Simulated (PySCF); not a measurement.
# Computed properties of HgBr, SMILES [Br][Hg+], charge +1

HgBr, SMILES [Br][Hg+], charge +1. Geometry: r2SCAN-D4/def2-TZVP. The multiplicity is an assumed one; other spin states were not compared. The def2 effective core potentials stand for the cores of Hg; spin–orbit coupling is left out. The values are those of a single conformer. All values are computed for the isolated molecule unless a solvent is named; none is compared with measurement here.

**Structure.** The optimised structure has C∞v symmetry. All 1 harmonic modes at r2SCAN-D4/def2-TZVP (PySCF) are real, so it is a minimum.

**Vibrations.** No mode carries more than 0.5 km/mol of infrared intensity. The softest mode is at 251 cm⁻¹ and the zero-point energy is 0.4 kcal/mol.

**Electronic structure.** PBE0/def2-TZVPD (PySCF) places the frontier levels at -14.35 and -11.17 eV, a gap of 3.18 eV and a mean polarisability of 43.5 bohr³. PBE/def2-TZVPD (PySCF) at the same geometry gives -13.20 and -12.08 eV, so its gap is 2.06 eV narrower. An orbital gap is neither the optical nor the fundamental gap.

**Excitations.** TDA-PBE0/def2-TZVPD (PySCF) has S1 at 1.77 eV (701 nm, f = 0.004, weak); the most intense of the 10 singlets computed lies at 5.09 eV (f = 0.23). Strengths of degenerate partners are summed. T1 (TDA) is at 1.18 eV, 0.59 eV under S1. TDA-PBE/def2-TZVPD (PySCF) puts S1 at 1.44 eV.
